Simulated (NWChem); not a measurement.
System: SiH3SeCl; SMILES [SiH3][Se]Cl

```xyz
6

Se     0.7927     0.0722     0.0970
Cl    -0.7749     1.6017    -0.1333
Si    -0.6791    -1.6843     0.0211
H      0.1957    -2.8863     0.1666
H     -1.3963    -1.7058    -1.2844
H     -1.6513    -1.5969     1.1464
```
Atoms are numbered in this order, from 1.

Level: PBE0/def2-SVP (NWChem), optimised geometry, unscaled harmonic frequencies. This build's default masses of Se (78.918 u) and Br (79.917 u) are each other's, which moves their modes by up to 0.6 %.

```
frequency (cm⁻¹)  IR intensity (km/mol)
----------------  ---------------------
115                                 1.2
154                                 0.0
389                                12.8
409                                 9.5
584                                13.3
584                                10.0
890                               294.9
913                                46.6
947                                54.1
2236                               64.5
2257                               62.4
2263                               78.5
```

```
Property                                                                            Value
-----------------------------------------------------------------------  ----------------
zero-point energy                                                           16.8 kcal/mol
thermal correction to the enthalpy at 298.15 K (with zero-point energy)     20.7 kcal/mol
heat capacity Cv                                                         16.3 cal/(mol K)
entropy at 298.15 K and 1 atm (symmetry number 1)                        76.7 cal/(mol K)
dipole moment                                                                      1.80 D
```

Rigid rotor and harmonic oscillator.
